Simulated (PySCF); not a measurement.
Ag(NH3)2 (AgH6N2), SMILES [NH3]->[Ag+]<-[NH3], charge +1, multiplicity 1. Geometry: B3LYP-D3(BJ)/def2-SVP. The multiplicity is an assumed one; other spin states were not compared. The isomer is the one that the SMILES or the coordinates give; other isomers of the formula were not compared. The def2 effective core potentials stand for the cores of Ag; spin–orbit coupling is left out.

**Question.** Give the equilibrium geometry at B3LYP-D3(BJ)/def2-SVP (PySCF confirms it by a frequency run) as a Z-matrix, and its point group. (The exact figures need the calculation; the answer reports its results.)

**Answer.** point group D3.
```
Ag
N 1 2.1564
H 2 1.0242 1 112.32
H 2 1.0242 3 106.48 1 123.34
H 2 1.0242 3 106.48 4 113.32
N 1 2.1564 3 159.58 2 180.00
H 6 1.0242 1 112.32 3 -139.13
H 6 1.0242 7 106.48 1 -123.34
H 6 1.0242 7 106.48 8 -113.32
```
Charge +1, spin multiplicity 1.
